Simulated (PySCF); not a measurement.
C2H7AlClN, SMILES C[NH][Al]([CH3])[Cl].

Coordinates come from a B3LYP-D3(BJ)/def2-SVP optimisation. The structure was generated by enumeration; whether it is a known compound was not checked. Other conformers were not sampled.

Level of theory: PBE/def2-TZVP run with PySCF.

The molecule is in vacuum.

```yaml
total_energy: -837.48421 hartree
point_group: Cs
highest_occupied_level: -5.59 eV
lowest_empty_level: -0.80 eV
orbital_gap: 4.79 eV
dipole_moment: 2.23 D
quadrupole, principal values (traceless, Buckingham form, about the centre of nuclear charge): -4.88, 1.39, 3.49 D·Å
mean_static_polarisability: 72.7 bohr³ (10.77 Å³)
polarisability_principal_values: 57.7, 74.0, 86.4 bohr³
```
